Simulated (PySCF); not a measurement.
Input file for PySCF: R-MP2/6-31G* on C2H4Si (SMILES C#C[SiH3]).

```python
from pyscf import gto, scf, dft, mp
from pyscf.data.elements import chemcore

mol = gto.M(
    atom='''
    C    -1.51545864    1.37846351    0.75122853
    C    -0.56332081    0.70776336    0.43583967
    Si    0.87950428   -0.31372284   -0.05537086
    H    -2.35654803    1.97344578    1.01763644
    H     0.53573615   -1.74234411    0.06396102
    H     1.20314508    0.01137719   -1.46203965
    H     2.02923032    0.02806532    0.80506116
    ''',
    basis='6-31g*',
    cart=True,
    charge=0, spin=0, verbose=3, max_memory=1800)
mf = scf.RHF(mol)
mf.conv_tol = 1e-8
mf.max_cycle = 100
mf.kernel()
if not mf.converged:
    mf = mf.newton().run(mf.mo_coeff, mf.mo_occ)
pt = mp.MP2(mf, frozen=chemcore(mol)).run()
```

### Question
Predict the final total energy.

### Answer
-367.2390 hartree.
